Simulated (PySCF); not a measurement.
Simulated Si 2p region for `CN(C)[SiH2][O][GeH3]`, binding energy against the vacuum level.

Every computed line was given a Gaussian of 0.4 eV full width at half maximum and an area set by the number of equivalent atoms (split 2:1 within a doublet); the highest printed point is 100. Method used: PySCF 2.14.0, delta-SCF UKS SCAN, pcX-2 on the ionised atom, pcseg-1 elsewhere, spin-free X2C.

(binding energy (eV), intensity): (106.4, 1), (106.5, 3), (106.6, 13), (106.7, 36), (106.8, 72), (106.9, 100), (107.0, 99), (107.1, 70), (107.2, 39), (107.3, 26), (107.4, 34), (107.5, 48), (107.6, 51), (107.7, 39), (107.8, 21), (107.9, 8), (108.0, 2), (108.1, 0)

Count the maxima, the lines and the sites behind this envelope.

The curve has 2 maxima (at 106.9 and 107.6 eV). Under it lie 2 lines from 1 inequivalent silicon site, drawn as a 2p3/2, 2p1/2 pair.

Decompose the envelope and assign each component. Numbering: `[CH3:1][N:2]([CH3:3])[SiH2:4][O:5][GeH3:6]`.

```csv
position (eV),relative area,line,atoms,environment
106.95,0.67,Si 2p3/2,Si4,oxygen-bound silicon
107.57,0.33,Si 2p1/2,Si4,oxygen-bound silicon
```

What are the centre and the root-mean-square width of the whole band?

The area-weighted mean of the lines is 107.15 eV. Their own spread about it is 0.29 eV (rms) and each Gaussian has σ = 0.4/2.355 = 0.17 eV; the variances add, which gives 0.34 eV.

No satellites, vibrations or lifetime broadening are included. Spin–orbit and ligand-field terms were added within each 2p shell after the spin-free SCF. 2p1/2 minus 2p3/2 (ligand field included): Si 0.62 eV. The structure is a single PBE0-D3(BJ)/def2-SVP conformer in the gas phase; no vibrational or solvent corrections.

Hardware: Arm Neoverse V1, one thread (shared host). Cost: 81 s.

The values belong to the conformer `[CH3:1][N:2]([CH3:3])[SiH2:4][O:5][GeH3:6]`: C1–N2–Si4–O5 81°, N2–Si4–O5–Ge6 15°.
